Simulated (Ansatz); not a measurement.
Consider the ligand exchange at a B–Se bond: `NCB(O)[SeH]` + HCl → `NCB(O)Cl` + H₂Se.

Gas-phase electronic energies from Ansatz, PBE0-D4/def2-TZVP geometries. CCSD(T)/CBS adds triple-zeta CCSD(T) − MP2 to the extrapolated MP2 energy (def2 sets, frozen cores). This one scheme is used for every species. For Se outer-core shells are correlated without core-valence functions, which leaves a few kJ/mol of doubt a bond. Scalar relativity is left out up to krypton. Each species was taken in one conformer, which may not be the lowest.

| species | HF/def2-SVP energy (Eh) |
| --- | --- |
| `NCB(O)[SeH]` | -2594.82939 |
| HCl | -459.93826 |
| `NCB(O)Cl` | -654.08236 |
| H₂Se | -2400.70527 |

Work out ΔE.

ΔE = (-654.08236) + (-2400.70527) − (-2594.82939) − (-459.93826) = -0.01998 Eh = -52.5 kJ/mol. CCSD(T)/CBS gives -29.8 kJ/mol.

What do rigid-rotor, harmonic-oscillator terms from PBE0-D4/def2-TZVP frequencies (298.15 K, 1 bar) make of the CCSD(T)/CBS value? (An estimate is asked.)

Ansatz gave: ΔZPE = -1.7 kJ/mol, ΔH = -32.4 kJ/mol, ΔS = 6 J/(mol·K), ΔG = -34.2 kJ/mol. Modes under 50 cm⁻¹ make the entropy rough.

Largest T1 diagnostic among the species: 0.011.

From PBE to PBE0 (25 % exact exchange), in def2-TZVPP and without D4, ΔE moves by −3.8 kJ/mol. The D4 term adds +3.8 kJ/mol with B3LYP and +2.1 kJ/mol with PBE0; it sums over pairs of atoms, weighted by their polarisabilities, and B3LYP, whose exchange is more repulsive, gets the larger term.

B3LYP here is the variant with VWN-RPA as its local correlation; programs differ in this.
